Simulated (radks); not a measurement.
Question: These are the eigenvalues of the occupied orbitals of an atom or ion with whole-number occupations (Ry). Method: scalar-relativistic Kohn-Sham, PBEsol, spin-polarised, spherical densities, finite nucleus; Fermi nuclear charge, rms radius of each element as measured or else 0.836 A^(1/3) + 0.57 fm; computed with a radial shooting solver on a logarithmic mesh with Libxc functionals.

| orbital | eigenvalue |
|---|---|
| 1s up | -2635.560 |
| 1s down | -2635.545 |
| 2s up | -501.5883 |
| 2s down | -500.5597 |
| 2p up | -461.8501 |
| 2p down | -461.0660 |
| 3s up | -174.7415 |
| 3s down | -173.6167 |
| 3p up | -162.0724 |
| 3p down | -160.9066 |
| 3d up | -145.3670 |

Which element is it, and in what charge state? The configuration may be excited. Open shells, if any, are filled with parallel spins first.

Answer: Z = 54, xenon, charge +32: Xe32+ in [Ar] 3d4. The list shows which subshells hold electrons but not how many an open one holds; the 1s level, -1317.8 hartree, gives Z - s = 51.3 by -(Z - s)^2/2, which with screening and relativity narrows Z to a few neighbours, and the depths of the outer levels then fix element, charge and occupations together.
